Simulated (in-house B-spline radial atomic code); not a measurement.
A run on an ion of nuclear charge 43 with 43.8 electrons that did not converge. Method: scalar-relativistic (X2C) HSE06, spin-polarised, spherical fractional occupations, Fermi nucleus of rms radius 4.41117 fm; computed with a B-spline radial code for spherical atoms.

Command:
```bash
python run_scf.py task.json out
```
Settings (nuclear radius in fm, mass in u):
```
Z                43
configuration    [Kr] 4d5.8 5s2
hamiltonian      x2c
method           hse06
spin_polarised   True
nucleus          fermi
rms_radius       4.41117
atomic_mass      96.90636
speed_of_light   137.035999084
```

First and last ten iterations of the last attempt (damped for 15 steps, keeping 80 % of the old Fock matrix, then DIIS):
```
 iter        energy (Eh)    residual
    1       -4278.166889    4.45e-01
    2       -4280.137014    3.15e-01
    3       -4282.432142    2.13e-01
    4       -4283.678131    1.40e-01
    5       -4284.335105    9.47e-02
    6       -4284.669570    6.66e-02
    7       -4284.833377    4.90e-02
    8       -4284.910788    3.46e-02
    9       -4284.946645    2.38e-02
   10       -4284.963445    1.62e-02
  111       -4284.966701    1.11e-02
  112       -4284.929951    1.88e-02
  113       -4284.935930    1.74e-02
  114       -4284.931857    1.83e-02
  115       -4284.934324    1.78e-02
  116       -4284.936839    1.72e-02
  117       -4284.933690    1.80e-02
  118       -4284.932551    1.82e-02
  119       -4284.930153    1.87e-02
  120       -4284.968711    1.02e-02
 not converged after 120 iterations
```

The smallest residual met was 8.6e-03; the threshold is about 4e-07. No energy from this run should be used. The likely cause: this method binds the added charge weakly or not at all at the basis-set limit, so charge moves back and forth between the atom and the box. Time taken, with all properties: 16 s on 1 thread of Intel(R) Xeon(R) Platinum 8259CL CPU @ 2.50GHz (shared host).
